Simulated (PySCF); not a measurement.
# Mayer bond orders and bond lengths

C5H7F3OSi.
Numbering: `[O:1]=[CH:2][CH2:3]/[C:4]([SiH3:5])=[CH:6]/[C:7]([F:8])([F:9])[F:10]` (hydrogens: H11 on C2; H12, H13 on C3; H14, H15, H16 on Si5; H17 on C6)

Structure used (GFN2-xTB), in Å, numbered top down from 1:
```xyz
17
C5H7F3OSi angstrom
O      2.176   -0.156    1.805
C      2.351   -0.698    0.751
C      1.436   -0.567   -0.428
C      0.097   -0.052   -0.004
Si     0.107    1.448    1.180
C     -0.997   -0.671   -0.427
C     -2.377   -0.247   -0.055
F     -2.524    0.030    1.252
F     -3.281   -1.200   -0.341
F     -2.786    0.856   -0.715
H      3.236   -1.337    0.576
H      1.905    0.163   -1.098
H      1.377   -1.516   -0.967
H      1.356    2.171    0.940
H     -0.123    0.993    2.540
H     -0.981    2.320    0.724
H     -0.980   -1.525   -1.094
```

Bond orders from the PBE0/pcSseg-1 density (PySCF). Isolated species at its GFN2-xTB geometry (one conformer only).

Problem. Where do the orders between heavy atoms depart from those drawn in the SMILES?

Solution. The largest departure is 0.215, at C4–Si5 (drawn single, 0.785). Drawn single, order below 0.88: C4–Si5 (0.785).

Problem. Give the Mayer order of every bond, beside its length.

Solution. 
| bond | drawn as | length (Å) | Mayer order |
| --- | --- | --- | --- |
| O1–C2 | double | 1.198 | 1.974 |
| C2–C3 | single | 1.499 | 0.985 |
| C3–C4 | single | 1.496 | 1.027 |
| C4–Si5 | single | 1.911 | 0.785 |
| C4–C6 | double | 1.326 | 1.853 |
| C6–C7 | single | 1.490 | 1.054 |
| C7–F8 | single | 1.344 | 0.982 |
| C7–F9 | single | 1.344 | 0.981 |
| C7–F10 | single | 1.349 | 0.998 |
| C2–H11 | single | 1.105 | 0.938 |
| C3–H12 | single | 1.096 | 0.899 |
| C3–H13 | single | 1.093 | 0.936 |
| Si5–H14 | single | 1.463 | 0.934 |
| Si5–H15 | single | 1.452 | 0.951 |
| Si5–H16 | single | 1.466 | 0.923 |
| C6–H17 | single | 1.084 | 0.946 |

By pair of heavy elements: C–C: lowest C2–C3 (0.985, 1.499 Å), highest C4–C6 (1.853, 1.326 Å). C–F: all 3 within 0.02 of one another (0.981 to 0.998).

Problem. Sum the orders of all bonds at each heavy atom with more than one neighbour and set the sums beside the valence in the SMILES.

Solution. C2 3.897 (drawn 4), C3 3.847 (drawn 4), C4 3.665 (drawn 4), Si5 3.593 (drawn 4), C6 3.853 (drawn 4), C7 4.015 (drawn 4). Orders between atoms that aren't bonded are not in these sums.

Mayer orders depend on the basis set.

The run behind these numbers computed NMR shieldings as well. Hardware: an Arm Neoverse N1 with one thread, on a shared host. Cost: 73 s, 0.94 GiB resident at most.
